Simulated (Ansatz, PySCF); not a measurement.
Spin gap between two states, R1 and P1; the higher of the two is an excited state, each structure at its B3LYP-D3(BJ)/def2-TZVP stationary point, reached from a drawn start (curvature not checked).
R1, C4H4 (SMILES C1=CC=C1) (charge 0, multiplicity 1):
```xyz
8

C      0.6649     0.7883     0.0000
C      0.6649    -0.7883     0.0000
C     -0.6649     0.7883     0.0000
C     -0.6649    -0.7883     0.0000
H      1.4295     1.5503     0.0000
H      1.4295    -1.5503     0.0000
H     -1.4295     1.5503     0.0000
H     -1.4295    -1.5503     0.0000
```
P1, C4H4 (SMILES C1=CC=C1) (charge 0, multiplicity 3, Z-matrix in Å and degrees):
```
C
H 1 1.0781
C 1 1.4376 2 135.00
H 3 1.0781 1 135.00 2 0.00
C 1 1.4376 2 135.00 3 180.00
H 5 1.0781 1 135.00 2 0.00
C 3 1.4376 4 135.00 1 180.00
H 7 1.0781 3 135.00 4 0.00
```

P less R. No zero-point or thermal terms; singlets are restricted closed shells; open shells are unrestricted.

Run with Ansatz (Gaussian orbitals); PySCF for M06-2X and the D3/D4 terms. Each number belongs to the level named beside it.

Question: One of these levels gives 4.98 kcal/mol for the spin gap. Which one is it?
A) M06-2X/def2-TZVPP
B) B3LYP-D4/def2-TZVPP
C) revPBE-D3(BJ)/def2-TZVPP
D) PBE0/def2-TZVPP

Answer: C, revPBE-D3(BJ)/def2-TZVPP. The others give 5.93 (B3LYP-D4/def2-TZVPP), 2.98 (PBE0/def2-TZVPP), 11.66 (M06-2X/def2-TZVPP)

Ansatz is a program for electronic structure.
